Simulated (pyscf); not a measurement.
H₃C–SiH(CH₃)–CH₃, singlet

Gas-phase minimum from PySCF at ωB97X-D3(BJ)/def2-SVP, one conformer. 

```
Si
H 1 1.4991
C 1 1.8837 2 108.82
H 3 1.1021 1 111.21 2 60.16
H 3 1.1021 4 107.85 1 122.18
H 3 1.1027 4 107.85 5 116.23
C 1 1.8837 2 108.83 3 120.00
H 7 1.1021 1 111.21 2 59.61
H 7 1.1021 8 107.85 1 122.18
H 7 1.1027 8 107.85 9 116.23
C 1 1.8837 2 108.83 3 -120.00
H 11 1.1021 1 111.21 2 60.10
H 11 1.1021 12 107.85 1 122.18
H 11 1.1027 12 107.85 13 116.23
```
Charge 0, spin multiplicity 1.

Properties at ωB97X-D3(BJ)/def2-SVP:

Harmonic wavenumbers, unscaled: 155, 171, 171, 204, 204, 240, 617, 617, 632, 677, 721, 721, 852, 852, 874, 924, 924, 1282, 1282, 1288, 1437, 1440, 1440, 1450, 1450, 1456, 2213, 3062, 3062, 3062, 3160, 3160, 3162, 3165, 3166, 3166 cm⁻¹
Zero-point energy: 75.0 kcal/mol
Rotational symmetry number: 3
Entropy of this conformer at 298 K and 1 atm, rigid rotor and harmonic oscillator, modes under 100 cm⁻¹ raised to 100: 330.1 J/(mol K)
Dipole moment: 0.57 D

Single-point totals, which compare only within one level:

| level | total energy (hartree) |
|---|---|
| ωB97X-D3(BJ)/def2-TZVP | -410.02442 |
| PBE/def2-TZVP | -409.57959 |
| r²SCAN/def2-TZVP | -409.80843 |
| B3LYP-D3(BJ)/def2-TZVP | -409.96494 |
| PBE0-D3(BJ)/def2-TZVP | -409.64684 |
| M06-2X/def2-TZVP | -409.82203 |
| ωB97M-D3(BJ)/def2-TZVP | -409.98594 |

Soft torsions are taken as harmonic, which can shift the entropy by several J/(mol K).
